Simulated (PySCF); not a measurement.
C5H5Cl. Atoms are numbered in the order given.

```xyz
11

C      2.4862    -0.3960     0.0000
C      1.2802    -0.1728     0.0000
C     -0.1148     0.0998     0.0000
Cl    -0.5264     1.8146     0.0000
C     -1.1020    -0.8333     0.0000
C     -0.8765    -2.3095     0.0000
H      3.5497    -0.5897     0.0000
H     -2.1400    -0.4622     0.0000
H      0.2004    -2.5640     0.0000
H     -1.3494    -2.7805     0.8888
H     -1.3494    -2.7805    -0.8888
```
Charge 0, spin multiplicity 1.

The structure is a stationary point at PBE-D3(BJ)/def2-SVP.

Method: PBE-D3(BJ)/def2-SVP run with PySCF.

Frequencies are harmonic and unscaled.

Computed normal modes with their intensities:
| mode | ν (cm⁻¹) | IR (km/mol) | moving atoms (share of kinetic energy) |
|---|---|---|---|
| 1 | 142 | 1.1 | H 96 % |
| 2 | 143 | 0.5 | C 68 %, H 19 %, Cl 12 % |
| 3 | 210 | 1.3 | C 62 %, H 28 %, Cl 10 % |
| 4 | 237 | 1.6 | C 61 %, Cl 23 %, H 16 % |
| 5 | 268 | 2.8 | C 77 %, H 22 % |
| 6 | 405 | 7.5 | C 64 %, Cl 20 %, H 16 % |
| 7 | 490 | 1.4 | C 61 %, Cl 35 % |
| 8 | 591 | 3.8 | C 91 %, H 9 % |
| 9 | 610 | 32.7 | H 76 %, C 24 % |
| 10 | 665 | 25.6 | H 74 %, C 26 % |
| 11 | 677 | 20.2 | C 71 %, H 25 % |
| 12 | 806 | 14.5 | H 87 %, C 13 % |
| 13 | 957 | 50.1 | H 55 %, C 45 % |
| 14 | 981 | 56.6 | C 79 %, H 18 % |
| 15 | 998 | 0.0 | H 63 %, C 37 % |
| 16 | 1126 | 12.2 | C 60 %, H 40 % |
| 17 | 1285 | 14.7 | H 65 %, C 35 % |
| 18 | 1340 | 0.6 | H 72 %, C 28 % |
| 19 | 1398 | 9.3 | H 93 % |
| 20 | 1399 | 8.0 | H 96 % |
| 21 | 1634 | 2.5 | C 94 % |
| 22 | 2144 | 2.7 | C 92 %, H 8 % |
| 23 | 2958 | 17.5 | H 97 % |
| 24 | 3025 | 6.7 | H 91 %, C 9 % |
| 25 | 3080 | 2.7 | H 91 %, C 9 % |
| 26 | 3113 | 3.2 | H 92 %, C 8 % |
| 27 | 3406 | 85.6 | H 86 %, C 14 % |
